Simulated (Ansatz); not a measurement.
Stepwise reaction of `[Cl][Ga]([Br])[Br]` with ammonia, as a gas-phase model of exchange steps in deposition or etching. ΔE in kJ/mol; ΔG adds harmonic PBE0-D4 terms to CCSD(T)/CBS, at 1 bar.

Program: Ansatz. Geometries: PBE0-D4/def2-TZVP. ΔE: electronic, gas phase. CCSD(T)/CBS is the MP2 limit (def2-TZVPP, def2-QZVPP) plus CCSD(T) − MP2 in def2-TZVPP, frozen cores. This one scheme is used for every species. Functionals use def2-TZVPP. B3LYP here is the variant with VWN-RPA as its local correlation; programs differ in this. For Br, Ga outer-core shells are correlated without core-valence functions, which leaves a few kJ/mol of doubt a bond. Scalar relativity is left out up to krypton. One conformer a species, not always the lowest.

| step | reaction | PBE-D4 | B3LYP-D4 | ωB97M-V | CCSD(T)/CBS | ΔG(500 K) |
| --- | --- | --- | --- | --- | --- | --- |
| 2 | `[NH2][Ga]([Cl])[Br]` + NH₃ → `[NH2][Ga]([NH2])[Cl]` + HBr | 92.9 | 93.3 | 92.7 | 89.0 | 87.4 |

(1) Give the row of step 1, `[Cl][Ga]([Br])[Br]` + NH₃ → `[NH2][Ga]([Cl])[Br]` + HBr. (Estimate.)

(2) By hand: ΔE of the 2 steps together at CCSD(T)/CBS.

Answers

(1) The calculation gave: 
| step | reaction | PBE-D4 | B3LYP-D4 | ωB97M-V | CCSD(T)/CBS | ΔG(500 K) |
| --- | --- | --- | --- | --- | --- | --- |
| 1 | `[Cl][Ga]([Br])[Br]` + NH₃ → `[NH2][Ga]([Cl])[Br]` + HBr | 80.2 | 80.0 | 77.8 | 74.3 | 56.1 |

(2) (74.3) + (89.0) = 163.3 kJ/mol, or 81.7 kJ/mol a step.

In ΔE each step is higher than the one before. All are uphill at CCSD(T)/CBS. ΔG lies between 56.1 and 87.4 kJ/mol a step. PBE-D4 differs from CCSD(T)/CBS by 3.9 to 5.9 kJ/mol a step. Isolated molecules leave out the surface, adducts and barriers. Largest T1 diagnostic: 0.012.
